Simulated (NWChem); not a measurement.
System meant: C$_{3}$H$_{11}$Si$_{3}$, doublet; SMILES [SiH2]1C[SiH2]C[SiH]C1

Input file for NWChem:

```
start job
memory heap 200 mb stack 900 mb global 1100 mb
geometry units angstroms noautoz
  C     -0.946411    -1.565951    -0.404251
  Si    -1.870066    -0.006515     0.166582
  C     -0.957581     1.559637    -0.403823
  Si     0.852801     1.590929     0.168012
  C      1.732266     0.006404    -0.377835
  Si     0.864145    -1.584502     0.167586
  H     -0.976239    -1.627738    -1.500411
  H     -1.460790    -2.457157    -0.023189
  H     -1.957819    -0.006993     1.662512
  H     -0.987888     1.621574    -1.499959
  H     -1.478304     2.447015    -0.022457
  H      0.892962     1.695328     1.654071
  H      1.555677     2.788514    -0.384306
  H      1.813195     0.006829    -1.474192
  H      2.759922     0.010040     0.009453
  H      0.905077    -1.689038     1.653613
  H      1.575520    -2.776900    -0.385073
end
basis spherical
  * library def2-svp
end
dft
  odft
  mult 2
  xc pbe0
  iterations 4
  mulliken
end
task dft energy
```

End of the output:

```
     --------------------------
     Expectation value of S2:
     --------------------------
      <S2> =      0.7520 (Exact =     0.7500)

 center of mass
 --------------
 x =  -0.03894385 y =   0.00330605 z =  -0.00000000

 moments of inertia (a.u.)
 ------------------
         934.884001151369           0.000000075963           0.000000000000
           0.000000075963        1653.208292795377           0.000000000000
           0.000000000000           0.000000000000         884.770621968374

     Multipole analysis of the density
     ---------------------------------

     L   x y z        total         alpha         beta         nuclear
     -   - - -        -----         -----         ----         -------
     0   0 0 0     -0.000000    -36.000000    -35.000000     71.000000

     1   1 0 0      0.054294      2.061375     -2.007081     -0.000000
     1   0 1 0     -0.471650     -0.206228     -0.265422     -0.000000
     1   0 0 1      0.000000     -0.000000      0.000000     -0.000000

     2   2 0 0    -47.222433   -259.675906   -237.430378    449.883851
     2   1 1 0      0.093136      0.734448      1.281671     -1.922983
     2   1 0 1      0.000000      0.000000      0.000000     -0.000000
     2   0 2 0    -46.508847    -58.558565    -56.490662     68.540380
     2   0 1 1      0.000000      0.000000     -0.000000      0.000000
     2   0 0 2    -47.017225   -272.340464   -268.953311    494.276550

 ------------------------------------------------------------------------
 dft energy failed                                                                                  0
 ------------------------------------------------------------------------
 ------------------------------------------------------------------------
  current input line :
    32: task dft energy
 ------------------------------------------------------------------------
 ------------------------------------------------------------------------
 This type of error is most commonly associated with calculations not reaching convergence criteria
 ------------------------------------------------------------------------
 For more information see the NWChem manual at https://nwchemgit.github.io

0:dft energy failed:Received an Error in Communication
```

Question: Can this run be used? If not, why, and what is the fix?

Answer: Convergence was not reached. Cause: the SCF was allowed too few iterations. This input runs:
```
start job
memory heap 200 mb stack 900 mb global 1100 mb
geometry units angstroms noautoz
  C     -0.946411    -1.565951    -0.404251
  Si    -1.870066    -0.006515     0.166582
  C     -0.957581     1.559637    -0.403823
  Si     0.852801     1.590929     0.168012
  C      1.732266     0.006404    -0.377835
  Si     0.864145    -1.584502     0.167586
  H     -0.976239    -1.627738    -1.500411
  H     -1.460790    -2.457157    -0.023189
  H     -1.957819    -0.006993     1.662512
  H     -0.987888     1.621574    -1.499959
  H     -1.478304     2.447015    -0.022457
  H      0.892962     1.695328     1.654071
  H      1.555677     2.788514    -0.384306
  H      1.813195     0.006829    -1.474192
  H      2.759922     0.010040     0.009453
  H      0.905077    -1.689038     1.653613
  H      1.575520    -2.776900    -0.385073
end
basis spherical
  * library def2-svp
end
dft
  odft
  mult 2
  xc pbe0
  iterations 150
  mulliken
end
task dft energy
```
It converges to -988.53972 Ha (PBE0/def2-SVP, spin-unrestricted).
